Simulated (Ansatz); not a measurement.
Relaxation of FH$_{8}$SiW (11 atoms, charge 0, multiplicity 2), to a largest force component of 0.03 eV/Å in at most 50 steps.

Method: UKS BLYP-D4/def2-SVP in Ansatz 0.2.0.

```xyz
11
Properties=species:S:1:pos:R:3
W -0.184 0.004 -0.428
H -0.249 -0.047 2.490
H 1.228 0.031 0.526
H 0.595 1.498 -0.712
F -1.894 0.016 0.306
H 0.601 -1.494 -0.680
H -0.095 -0.001 -2.138
Si -0.075 -0.010 3.954
H -0.781 -1.186 4.555
H 1.386 -0.071 4.273
H -0.662 1.261 4.485
```

Task: Where does it end, and by what steps?

Result: The run converged. The force dipped under the threshold on the way, but the program's further checks kept it going. After 29 steps the energy has fallen by 0.144 eV; H3 moved furthest, 1.20 Å. Joined: W1–H2 (2.92 → 2.17 Å).

| step | energy less start (eV) | largest force component (eV/Å) | accepted |
| --- | --- | --- | --- |
| 0 | 0.0000 | 0.443 | yes |
| 2 | -0.0059 | 0.059 | yes |
| 4 | -0.0062 | 0.010 | yes |
| 6 | -0.0088 | 0.089 | yes |
| 8 | -0.0197 | 0.213 | yes |
| 10 | -0.0356 | 0.283 | yes |
| 12 | -0.0628 | 0.208 | yes |
| 14 | -0.0806 | 0.269 | yes |
| 16 | -0.1066 | 0.339 | yes |
| 18 | -0.1065 | 0.235 | no |
| 20 | -0.1281 | 0.029 | yes |
| 22 | -0.1318 | 0.109 | yes |
| 24 | -0.1365 | 0.061 | yes |
| 26 | -0.1402 | 0.079 | yes |
| 28 | -0.1436 | 0.041 | yes |
| 29 | -0.1441 | 0.028 | yes |

```xyz
11
Properties=species:S:1:pos:R:3
W -0.105 0.162 0.103
H 0.524 -0.338 2.123
H 1.183 1.226 0.504
H 0.228 1.200 -1.208
F -1.736 0.457 0.986
H 0.478 -1.452 0.094
H -0.227 -0.498 -1.464
Si -0.011 -0.213 3.556
H -1.174 -1.141 3.698
H 1.118 -0.612 4.455
H -0.410 1.209 3.784
```

Whether the end is a true minimum wasn't checked by a vibrational analysis.

The run took 51 s on 4 threads of Arm Neoverse V2 (shared host), peak memory 0.19 GiB.
